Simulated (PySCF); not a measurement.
Hf(NCO)4, C4HfN4O4 (singlet state).
Bonds: Hf1–N2, Hf1–N5, Hf1–N8, Hf1–N11, N2–C3, C3–O4, N5–C6, C6–O7, N8–C9, C9–O10, N11–C12, C12–O13.

The calculation used PySCF, PBE0-D3(BJ)/def2-SVP geometry optimisation, gas phase, def2 core potentials past Kr.

Question: What internal coordinates does the optimisation give?

Answer: 
```csv
bond,length (Å)
Hf1–N2 and 3 like bonds,2.028
N2–C3 and 3 like bonds,1.211
C3–O4 and 3 like bonds,1.164
```

Bonds in one row agree within 0.01 Å and their mean is given. A selection of angles:
```csv
angle,degrees
N2–Hf1–N5,109.3
Hf1–N2–C3,179.1
N2–C3–O4,180.0
Hf1–N11–C12,177.0
```

All 4 C–O bonds measure 1.164 Å. All 4 C–N bonds measure 1.211 Å. Hf1 (hafnium bonded to 4 N) is tetrahedral (angles from 109.0° to 110.0°). All 4 Hf–N bonds measure 2.026 to 2.028 Å.

No PBE0-D3(BJ)/def2-SVP frequencies stand behind this structure, so it isn't proved a minimum. The optimiser warned: forces and energy converged, displacements not (flat surface).

Time: 9.8 min wall; peak memory 0.96 GiB. Hardware: AMD EPYC 7R13, one thread, shared host with 192 logical CPUs at a one-minute load of 29. That covers the optimisation of the geometry.
